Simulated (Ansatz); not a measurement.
```xyz
13

N    -0.417   -2.309    0.576
C    -0.761   -1.369   -0.375
O    -2.028   -0.443   -0.099
B    -0.823    0.128   -0.165
N    -0.238    1.392   -0.019
Si    1.452    1.756   -0.177
H    -0.232   -1.949    1.498
H    -1.007   -3.129    0.608
H    -0.890   -1.791   -1.367
H    -0.877    2.151    0.179
H     1.957    2.430    1.049
H     1.706    2.663   -1.327
H     2.158    0.469   -0.381
```

The species carries charge 0 and has multiplicity 1.

(1) List the r2SCAN/def2-TZVPP orbital energies in eV (the Gaussian-basis code of Ansatz). (An estimate is asked.)

## Answers

(1) The calculation gave: Occupied: -1791.36, -515.37, -385.43, -385.30, -274.55, -180.61, -141.78, -96.66, -96.63, -96.62, -26.52, -23.47, -22.67, -16.40, -14.13, -13.66, -12.98, -12.24, -11.02, -10.92, -9.59, -9.32, -8.77, -8.05, -7.29, -6.81, -5.95. Lowest empty: -0.14, 0.44, 0.98, 1.25, 1.28, 1.61, 1.86, 2.22.
